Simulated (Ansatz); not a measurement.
Relaxed structures of SiH2SeO, singlet (PBE0-D4/def2-TZVP; forces vanish, vibrations not checked; lower isomers may exist, and structures with a doubtful reference or unclear bonds are left out; Å). Computed with Ansatz 0.2.0 (basis: def2-TZVPP); correlated methods freeze the cores. Filled d shells of the heavier atoms are correlated. The def2 sets are not built for correlating such inner shells, so the correlated values are less sure here.

Task: Rank them by CCSD(T) energy, lowest first, and give each one's height above the lowest. Links in brackets join atoms within 1.22 times the sum of their covalent radii (1.1 for two metals). (Judge from chemistry; the value comes from the calculation.)
A.
SiH₂SeO ([O][SiH][SeH])
```
5
angstrom
O -0.8354 -0.7540 1.4119
Si -0.5475 -0.3970 -0.0328
Se 1.1150 0.8936 -0.7708
H -1.3268 -0.8473 -1.2110
H 1.5947 1.1047 0.6026
```
B.
SiH₂SeO ([OH][SiH][Se])
```
5
angstrom
O -0.8761 -1.1652 1.1928
Si -0.4720 -0.4038 -0.1839
Se 1.1680 0.8078 -0.5268
H -1.5499 -0.7852 -1.1169
H -0.2778 -1.0342 1.9354
```
C.
SiH₂SeO ([O][SeH][SiH])
```
5
angstrom
O -1.0000 -0.8836 1.5029
Si 1.1227 0.9067 -0.8463
Se -0.4721 -0.3495 0.0438
H -1.3623 -0.8930 -1.0163
H 1.6155 1.1228 0.5755
```

Result: By the calculation: B (0.00 kcal/mol), A (23.05 kcal/mol), C (122.56 kcal/mol). Heights count from the lowest.

T1 diagnostic: at most 0.028. The T1 diagnostic is large here, which may signal multireference character or strong orbital relaxation, so CCSD(T) is less sure.

For scale, one of the runs: CCSD(T)/def2-TZVPP, 149 basis functions, launched by `ansatz run in.yaml --threads 2 --pin off --events-out ev --progress --plain --max-ram 4352MiB`. Time: 31 s of wall clock on 2 CPU threads of an Arm Neoverse V2; the host was shared. Peak host memory: 0.94 GiB.
